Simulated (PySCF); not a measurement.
# Electron correlation in Co (cobalt, neutral)

[Ar] 3d8 4s1, high-spin 4F determinant (an excited configuration). Calculation: PySCF 2.14, in aug-cc-pwCVTZ-DK with one added diffuse shell each of s, p, d, f, g type (11s10p8d5f4g, 152 functions); the spin-free X2C one-electron Hamiltonian (Gaussian nucleus). Frozen: [Ne]; 17 electrons correlated.

MP2 pair energies summed by pair of shells (mhartree):

```
 pair   energy  share (%)
3d-3d  -315.62       39.4
3p-3d  -271.45       33.9
3p-3p   -79.63        9.9
3s-3d   -56.75        7.1
3s-3p   -40.69        5.1
3d-4s   -25.84        3.2
3s-3s    -5.80        0.7
3p-4s    -4.73        0.6
3s-4s    -0.47        0.1
```

Total MP2 correlation energy: -800.98 mhartree.

Same-spin part -261.48 and opposite-spin part -539.50 mhartree; SCS-MP2 scales them by 1/3 and 6/5 to -734.56 mhartree.
